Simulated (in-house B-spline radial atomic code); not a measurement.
The numbers below are computed, except where a source is named.
# Stopping and range of 50 keV N in Ge

The pair potential comes from two frozen, spherical free-atom densities (PBE, B-spline radial code, scalar-relativistic past argon): electrostatics plus the change in Thomas-Fermi kinetic and Dirac exchange energy where they overlap, the recipe behind the universal ZBL potential, which averages such potentials (from solid-state densities) over many pairs. It is written V = (Z1 Z2 e²/r) φ(r/a), with e² = 14.3996 eV·Å and a = 0.46850 Å/(Z1^0.23 + Z2^0.23); ZBL's fit is φ = 0.18175 e^(−3.1998x) + 0.50986 e^(−0.94229x) + 0.28022 e^(−0.4029x) + 0.02817 e^(−0.20162x). Where φ falls below 4e-4 it is continued as an exponential.

The target is taken as amorphous, with density 5.3234 g/cm³ (NSM archive of the Ioffe Institute); channelling is ignored. Masses: N 14.01, Ge 72.63 u. Nuclear stopping is S_n = 4π a Z1 Z2 e² M1/(M1 + M2) × s_n(ε), with s_n integrated over impact parameters for each pair. Electronic stopping is Lindhard and Scharff's S_e = Z1^(1/6) 8π e² a0 Z1 Z2/(Z1^(2/3) + Z2^(2/3))^(3/2) × v/v0, with a0 = 0.529177 Å and v = v0 at 24.801 keV/u; it misses the oscillations with Z1 seen in experiment, which reach tens of per cent. Compounds add by atom fraction.

```tsv
target atom	a (Å)	ε at this energy	s_n, this pair	s_n, ZBL potential
Ge	0.12382	1.609	0.2882	0.2773
```

Task: What are the atom density and the stopping powers at entry?

Result: N = 5.3234 × 0.602214/72.63 = 0.04414 atoms/Å³. For Ge: S_n = 811.6 × 0.2882 = 233.9 eV·Å², S_e = 1.9766 × √50000 = 442 eV·Å². Averaged over the target's atoms and times N × 10 Å/nm, the ion loses N S_n = 103 eV/nm to recoils and N S_e = 195 eV/nm to electrons; the nuclear share is 35 %.

Along the track:

```tsv
E (keV)	N S_n (eV/nm)	N S_e (eV/nm)
2.5	114	43.6
7.5	131	75.6
15	129	107
25	121	138
37.5	112	169
50	103	195
```

Task: Estimate the path length and the projected range.

Result: With continuous slowing down the path is the integral of dE/(N (S_n + S_e)). Trapezoids over the table give 192 nm, and the stretch below the first row, with stopping taken as √E, adds 2E/(N S) = 32 nm: 224 nm in all, against 215 nm on a fine grid from 5 eV. Deflections shorten the depth: to first order in the energy passed on, N (S_n + S_e) dR_p/dE = 1 − N S_n (M2/M1) R_p/(2E), summed over the target's atoms, and integrating this on the fine grid gives R_p = 87.8 nm, 0.41 of the path. Lindhard's rule of thumb R/(1 + M2/3M1), with mean M2/M1 = 5.18, gives 78.7 nm; it is meant for M2/M1 below about 2. On the ZBL potential the same equation gives 90.5 nm, and the full integral equation, which keeps hard collisions, 94.8 nm.
